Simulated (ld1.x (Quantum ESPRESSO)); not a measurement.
# What one change does to a pseudopotential (gallium, RRKJ)

```json
{"Element": "Ga (Z = 31)", "Generator": "ld1.x (Quantum ESPRESSO) 7.5", "Type": "norm-conserving RRKJ (Kleinman–Bylander form)", "Functional": "PBE", "Relativity": "scalar-relativistic", "Frozen core": "[Ar]", "Valence charge": "13", "Reference configuration": "3d10 4s1 4p2", "Partial waves": "4s (bound): rc 1.95 bohr; 3d (bound): rc 0.85 bohr; 4p (bound): rc 1.75 bohr", "Local potential": "the p channel", "Core correction": "none", "rho0": "0.005"}
```

Change: all radii scaled by about 1.32 (s 2.58, p 2.32, d 1.12 bohr).

Cutoffs: the cutoffs (Ry, on a coarse ladder) from which the occupation-weighted sum of valence levels, in a spherical-Bessel basis at the reference potential, stays within 10 and 1 mRy of its value at 400 Ry; they do not see the model core or the augmentation charge, which bear on the density cutoff. Errors are all-electron minus pseudo energies relative to the spin-unpolarised reference configuration.

How do hardness, ghosts and transferability respond?

The bound ghost in s disappears; of the 7 tests that both files solve, the error grows in 5 and shrinks in 1 by more than 15 % and 0.3 meV (median size 2.9 → 5.4 meV).

| quantity | base | changed |
| --- | --- | --- |
| cutoff, loose | 260 Ry | 160 Ry |
| cutoff, tight | over 300 Ry | 230 Ry |
| loose cutoff by channel (10 mRy a level) | s 25 Ry, d 230 Ry, p 6 Ry | s 10 Ry, d 140 Ry, p 6 Ry |
| bound ghosts | s | none |
| error for 3d10 4s2 4p1, meV [ΔE -6.54 eV] | +2.4 | -4.1 |
| error for 3d10 4s2 4p0, meV [ΔE -0.85 eV] | +2.6 | -7.5 |
| error for 3d10 4s1 4p0, meV [ΔE 20.28 eV] | +3.1 | +3.9 |
| error for 3d9 4s2 4p2, meV [ΔE 13.78 eV] | -781 | -483 |
| error for 3d9 4s0 4p0, meV [ΔE 115.43 eV] | -401 | -463 |
| error for 3d10 4s0 4p3, meV [ΔE 6.83 eV] | +2.9 | -5.4 |
| error for 3d10 4s1 4p1, meV [ΔE 6.52 eV] | 0.0 | -0.2 |

 A true bound ghost makes a file unfit for plane-wave use even where its test errors are small: the radial tests pick states by their node count and pass the ghost by.
